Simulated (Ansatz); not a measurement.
Stepwise reaction of `C[O][Al]([Cl])[Cl]` with hydrogen, as a gas-phase model of exchange steps in deposition or etching. ΔE in kJ/mol; ΔG adds harmonic PBE0-D4 terms to CCSD(T)/CBS, at 1 bar.

Isolated molecules relaxed with PBE0-D4/def2-TZVP in Ansatz; ΔE leaves out vibrations. CCSD(T)/CBS is the MP2 limit (def2-TZVPP, def2-QZVPP) plus CCSD(T) − MP2 in def2-TZVPP, frozen cores. This one scheme is used for every species. Functionals use def2-TZVPP. B3LYP here is the variant with VWN-RPA as its local correlation; programs differ in this. One conformer a species, not always the lowest.

| step | reaction | PBE-D4 | B3LYP-D4 | ωB97M-V | CCSD(T)/CBS | ΔG(600 K) |
| --- | --- | --- | --- | --- | --- | --- |
| 1 | `C[O][Al]([Cl])[Cl]` + H₂ → `C[O][AlH][Cl]` + HCl | 129.2 | 132.1 | 132.1 | 135.4 | 126.0 |

(1) Give the row of step 2, `C[O][AlH][Cl]` + H₂ → `C[O][AlH2]` + HCl. (An estimate is asked.)

(2) By hand: ΔE of the 2 steps together at CCSD(T)/CBS.

Results:

(1) Computed: 
```tsv
step	reaction	PBE-D4	B3LYP-D4	ωB97M-V	CCSD(T)/CBS	ΔG(600 K)
2	`C[O][AlH][Cl]` + H₂ → `C[O][AlH2]` + HCl	149.5	151.8	152.6	154.4	144.9
```

(2) (135.4) + (154.4) = 289.8 kJ/mol, or 144.9 kJ/mol a step.

In ΔE each step is higher than the one before. All are uphill at CCSD(T)/CBS. ΔG lies between 126.0 and 144.9 kJ/mol a step. PBE-D4 differs from CCSD(T)/CBS by -6.2 to -4.9 kJ/mol a step. Isolated molecules leave out the surface, adducts and barriers. Largest T1 diagnostic: 0.012.
